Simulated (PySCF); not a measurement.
A side-by-side comparison of computed properties.

First species: C7H10F2.
InChI=1S/C7H10F2/c1-2-3-6-4-7(8,9)5-6/h4H,2-3,5H2,1H3

Second species: C₇H₁₀F₂.
SMILES: `C[C@@]1(F)C=C[C@@H](F)CC1`

Levels: PBE0/pcSseg-1 for HOMO energy, LUMO energy and HOMO–LUMO gap. Geometries: GFN2-xTB. All species are isolated and taken at one optimised geometry, non-relativistic unless stated; the electronic structure was computed with PySCF and density fitting.

The conformers computed, where there is a choice (atom-mapped SMILES and torsion angles):
- `[CH3:1][CH2:2][CH2:3][C:4]1=[CH:5][C:6]([F:7])([F:8])[CH2:9]1`: C1–C2–C3–C4 -65°, C2–C3–C4–C5 116°

The conformers of `C[C@@]1(F)C=C[C@@H](F)CC1` aren't listed.

Values for the first species:

```
HOMO energy   : -7.77 eV
LUMO energy   : -0.25 eV
HOMO–LUMO gap : 7.52 eV
```

**Question.** Estimate the same properties for the second species, and the change in each.

**Answer.** 
```
     property     first    second  second less first
  HOMO energy  -7.77 eV  -7.87 eV           -0.10 eV
  LUMO energy  -0.25 eV  -0.25 eV            0.00 eV
HOMO–LUMO gap   7.52 eV   7.62 eV           +0.10 eV
```

